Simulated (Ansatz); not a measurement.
Mulliken charges of C2HClF2Ge (`C#[C][Ge]([F])([F])[Cl]`) from B3LYP/def2-TZVPP in Ansatz (PBE0-D4/def2-TZVP geometry).

```tsv
atom	x (Å)	y (Å)	z (Å)	charge (e)
C1	1.176	-1.549	0.720	-0.086
C2	0.498	-0.664	0.269	-0.300
Ge3	-0.556	0.719	-0.406	1.039
F4	-1.955	0.088	-1.158	-0.338
F5	0.283	1.560	-1.635	-0.338
Cl6	-1.163	2.113	1.048	-0.228
H7	1.778	-2.336	1.116	0.252
```

Q: By hand: the dipole of these point charges (1 e Å = 4.8032 D).

A: Σ q r = (0.450, -0.548, 0.422) e Å, of length 0.825 e Å = 3.96 D.

Q: How does the dipole of the full density compare? (Best estimate.)

A: Computed: (0.331, -0.376, 0.395) e Å, 3.06 D; the point charges give 1.29 times that, at 8° from its direction.

Point charges leave out the atoms' own dipoles, such as those of lone pairs, and Mulliken's split depends on the basis, so the two needn't agree.

B3LYP here is the variant with VWN-RPA as its local correlation; programs differ in this.
